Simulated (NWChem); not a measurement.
System meant: TeClF; SMILES F[Te]Cl

NWChem input:

```
start job
memory heap 200 mb stack 900 mb global 1100 mb
geometry units angstroms noautoz
  Te    -0.276197     0.428979     0.000000
  F      1.555932     1.048929     0.000000
  Cl     0.145014    -1.882993     0.000000
end
basis spherical
  * library def2-svp
end
dft
  xc xpbe96 cpbe96
  iterations 150
  mulliken
end
task dft energy
```

End of the output:

```
             Grid Information
             ----------------
          Grid used for XC integration:  medium
          Radial quadrature: Mura-Knowles
          Angular quadrature: Lebedev.
          Tag              B.-S. Rad. Rad. Pts. Rad. Cut. Ang. Pts.
          ---              ---------- --------- --------- ---------
          Te                  1.40      123           8.0       590
          F                   0.50       49           8.0       434
          Cl                  1.00       88           8.0       590
          Grid pruning is: on
          Number of quadrature shells:   260
          Spatial weights used:  Erf1

          Convergence Information
          -----------------------
          Convergence aids based upon iterative change in
          total energy or number of iterations.
          Levelshifting, if invoked, occurs when the
          HOMO/LUMO gap drops below (HL_TOL):  1.00D-02
          DIIS, if invoked, will attempt to extrapolate
          using up to (NFOCK): 10 stored Fock matrices.

                    Damping( 0%)  Levelshifting(0.5)       DIIS
                  --------------- ------------------- ---------------
          dE  on:    start            ASAP                start
          dE off:    2 iters        150 iters           150 iters

      Screening Tolerance Information
      -------------------------------
          Density screening/tol_rho:  1.00D-10
          AO Gaussian exp screening on grid/accAOfunc:  14
          CD Gaussian exp screening on grid/accCDfunc:  20
          XC Gaussian exp screening on grid/accXCfunc:  20
          Schwarz screening/accCoul:  1.00D-08

      Superposition of Atomic Density Guess
      -------------------------------------

      charge =      52.0 Te (Tellurium)

      symmetry species            s     p     d     f
      number of basis functions =10     7     6
      number of cont. functions = 4     4     2
      number of closed shells   = 5     3     2
      number of open shells     = 0     1     0
      open shell occupation     = 0     4     0
 ------------------------------------------------------------------------
 atomscf:atomd: error in atom scf                   0
 ------------------------------------------------------------------------
 ------------------------------------------------------------------------
  current input line :
    16: task dft energy
 ------------------------------------------------------------------------
 ------------------------------------------------------------------------
 This error has not yet been assigned to a category
 ------------------------------------------------------------------------
 For more information see the NWChem manual at https://nwchemgit.github.io

0:atomscf:atomd: error in atom scf:Received an Error in Communication
```

**Question.** What is wrong, and how is it mended?

**Answer.** The program stopped with an error. Cause: the def2 basis of a heavy element holds valence functions alone and wants its effective core potential (without it all electrons must fit into that basis). This input runs:
```
start job
memory heap 200 mb stack 900 mb global 1100 mb
geometry units angstroms noautoz
  Te    -0.276197     0.428979     0.000000
  F      1.555932     1.048929     0.000000
  Cl     0.145014    -1.882993     0.000000
end
basis spherical
  * library def2-svp
end
ecp
  Te library def2-ecp
end
dft
  xc xpbe96 cpbe96
  iterations 150
  mulliken
end
task dft energy
```
It converges to -827.54862 Ha (PBE/def2-SVP with def2 effective core potentials on Te).
